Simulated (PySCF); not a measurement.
From one molecule to another.

First species: C₄H₆O₃S.
SMILES: `C(=O)C(=C)S(C)(=O)=O`

Second species: C5H11FN (charge +1).
Z-matrix (Å and degrees, GFN2-xTB geometry), rows numbered from 1:
```
C 
C   1  1.5072
N   2  1.5111  1  115.01
C   3  1.4910  2   89.62  1  -142.02
C   4  1.5387  3   89.64  2    18.35
C   5  1.5236  2  114.81  1    23.42
F   6  1.3771  5  108.66  2    53.70
H   1  1.0872  2  109.31  3   173.40
H   1  1.0875  2  110.42  3   -68.30
H   1  1.0865  2  112.25  3    53.15
H   2  1.0922  1  110.73  3   123.79
H   3  1.0234  2  118.63  1    95.53
H   3  1.0281  2  109.52  1   -30.33
H   4  1.0888  3  114.01  2   137.80
H   4  1.0880  3  111.34  2   -96.91
H   5  1.0870  2  115.83  1  -105.62
H   6  1.0928  5  111.19  2   171.22
H   6  1.0925  5  112.23  2   -65.01
```

Levels: PBE0/def2-SVPD for HOMO energy, LUMO energy, HOMO–LUMO gap, static isotropic polarisability and electronic spatial extent ⟨r²⟩ about the centre of nuclear charge; TDDFT PBE0/def2-SVPD for lowest singlet excitation; TDA PBE0/def2-SVPD for lowest triplet excitation (Tamm–Dancoff); GFN2-xTB for rotational constant A and rotational constant C. Geometries: GFN2-xTB. Each species is one conformer at its optimised geometry, gas phase, non-relativistic unless stated. Electronic properties by PySCF.

The conformers computed, where there is a choice (atom-mapped SMILES and torsion angles):
- `[CH2:1]=[C:2]([CH:3]=[O:4])[S:5]([CH3:6])(=[O:7])=[O:8]`: C1–C2–C3–O4 158°, C1–C2–S5–C6 -121°
- `[CH3:1][C@@H:2]1[NH2+:3][CH2:4][C@@H:5]1[CH2:6][F:7]`: C4–C5–C6–F7 -43°

Values for the first species:

```
HOMO energy                                                       : -8.25 eV
LUMO energy                                                       : -2.75 eV
HOMO–LUMO gap                                                     : 5.50 eV
Lowest singlet excitation                                         : 3.63 eV
Lowest triplet excitation (Tamm–Dancoff)                          : 3.11 eV
Static isotropic polarisability                                   : 77.4 au
Electronic spatial extent ⟨r²⟩ about the centre of nuclear charge : 988 bohr²
Rotational constant A                                             : 2.451 GHz
Rotational constant C                                             : 1.317 GHz
```

Estimate the same properties for the second species, and the change in each.

```tsv
property	first	second	second less first
HOMO energy	-8.25 eV	-13.73 eV	-5.48 eV
LUMO energy	-2.75 eV	-4.23 eV	-1.48 eV
HOMO–LUMO gap	5.50 eV	9.50 eV	+4.00 eV
lowest singlet excitation	3.63 eV	8.36 eV	+4.73 eV
lowest triplet excitation (Tamm–Dancoff)	3.11 eV	8.22 eV	+5.11 eV
static isotropic polarisability	77.4 au	60.4 au	-17.0 au
electronic spatial extent ⟨r²⟩ about the centre of nuclear charge	988 bohr²	701 bohr²	-287 bohr²
rotational constant A	2.451 GHz	3.240 GHz	+0.789 GHz
rotational constant C	1.317 GHz	2.066 GHz	+0.749 GHz
```

On the first: The 8 singlets span 3.63 to 7.17 eV, and their oscillator strengths add up to 0.28. The polarisability is 11.47 Å³ as a volume (1 au = 0.148185 Å³), or 1.11 au for each of the 70 electrons.

On the second: S1 lies 1.14 eV below the HOMO–LUMO gap; its leading configuration is HOMO→LUMO, weight 0.97. In wavenumbers S1 is 67400 cm⁻¹ (1 eV = 8065.54 cm⁻¹).
